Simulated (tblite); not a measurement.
Compound: C4H14FPSi2.
Z-matrix (Å and degrees, GFN2-xTB geometry), rows numbered from 1:
```
C 
C   1  1.5255
C   2  1.5295  1  113.45
C   3  1.5188  2  112.08  1    72.33
F   4  1.3793  3  110.17  2    70.43
Si  3  1.9148  2  110.82  1  -165.18
P   6  2.2322  3  107.23  2  -179.26
Si  7  2.2272  6  100.71  3   177.96
H   1  1.0873  2  111.46  3   -63.63
H   1  1.0877  2  110.16  3   176.55
H   1  1.0883  2  110.44  3    56.87
H   2  1.0913  1  109.71  3   121.93
H   2  1.0920  1  108.63  3  -121.00
H   3  1.0945  2  108.71  1   -45.36
H   4  1.0945  3  113.17  2   -48.43
H   4  1.0961  3  110.83  2  -172.04
H   6  1.4675  3  108.24  2    65.23
H   6  1.4652  3  109.92  2   -53.68
H   7  1.3780  6   95.90  3    81.21
H   8  1.4639  7  113.37  6   -47.79
H   8  1.4608  7  106.90  6    72.85
H   8  1.4623  7  106.47  6  -168.49
```

Method: GFN2-xTB as coded in tblite; computed harmonic values from a numerical Hessian at the method's own geometry, unscaled. Errors from tens to a few hundred cm⁻¹ against measured bands are possible. Modes of hydrogen on phosphorus and silicon can be 10 to 20 % off. One conformer, not necessarily the lowest.

Harmonic wavenumbers (cm⁻¹): 25.7, 36.9, 58.7, 63.0, 70.0, 98.2, 124.3, 168.6, 219.5, 242.1, 302.7, 372.0, 401.5, 453.7, 473.3, 507.2, 518.8, 536.0, 596.6, 655.3, 686.7, 730.0, 742.0, 755.6, 768.9, 776.1, 785.8, 822.9, 885.1, 958.4, 993.2, 1036.9, 1073.2, 1121.5, 1139.2, 1191.3, 1229.9, 1247.1, 1306.6, 1323.8, 1354.8, 1415.2, 1456.2, 1495.0, 1502.4, 1508.6, 2223.6, 2236.0, 2249.2, 2263.8, 2278.9, 2354.8, 2928.2, 2936.0, 2949.3, 2972.6, 2993.2, 3027.7, 3032.5, 3041.0.

A = 2451, B = 493.9, C = 456.9 MHz; mass 168.036 u (most abundant isotopes); point group C1, symmetry number 1.

**Question.** Zero-point energy?

**Answer.** ½Σν̃ = 35859 cm⁻¹ = 428.96 kJ/mol.

**Question.** Entropy at 273.15 K, 1 bar (ideal gas, RRHO, classical rotation)?

**Answer.** Translation 170.94, rotation 127.53, vibration 184.93: S = 483.4 J/(mol K).

**Question.** And Cp and H(273.15 K) − H(0)?

**Answer.** Cp = 195.40 J/(mol K), of which vibrations give 162.14 (their classical limit is 60 R = 498.9); H(273.15 K) − H(0) = 33.25 kJ/mol without the zero-point energy, 24.16 from vibrations.

**Question.** Which modes carry the vibrational entropy at 273.15 K?

**Answer.** 25.7 cm⁻¹: 24.95; 36.9 cm⁻¹: 21.95; 58.7 cm⁻¹: 18.11; 63.0 cm⁻¹: 17.52; 70.0 cm⁻¹: 16.66; 98.2 cm⁻¹: 13.89 J/(mol K); the other 54 give 71.86 together.

**Question.** How do the functions run with temperature in this model?

**Answer.** 
```tsv
T (K)	S (J/(mol K))	Cp (J/(mol K))	H − H(0) (kJ/mol)	G − H(0) (kJ/mol)	ln q(vib)
100	340.7	104.8	7.36	-26.71	4.25
200	428.9	156.4	20.37	-65.40	8.68
300	502.4	209.1	38.68	-112.03	12.64
500	630.4	294.1	89.52	-225.66	19.97
800	787.8	375.3	190.98	-439.29	29.85
1000	875.6	410.9	269.78	-605.82	35.77
```

q(vib) and H(0) count from the zero-point level.

**Question.** Blend soft modes into free rotors: weight 1/[1 + (100 cm⁻¹/ν̃)⁴] for the oscillator and the rest for a rotor with moment μB/(μ + B), μ = h/(8π²ν), B = 10⁻⁴⁴ kg m². What vibrational entropy results?

**Answer.** 159.47 J/(mol K) in place of 184.93, which changes −T·S at 273.15 K by +6.95 kJ/mol.

**Question.** What must be added to the electronic energy to get the Gibbs energy at 273.15 K and 1 bar?

**Answer.** ZPE + [H(273.15 K) − H(0)] − T·S = 428.96 + 33.25 − 132.04 = 330.17 kJ/mol.

Hindered rotation and anharmonicity are outside this model. Other conformers, if any are populated, would add a mixing term that is left out. The structure is chiral; the term R ln 2 for an equal mix with its mirror image is left out.
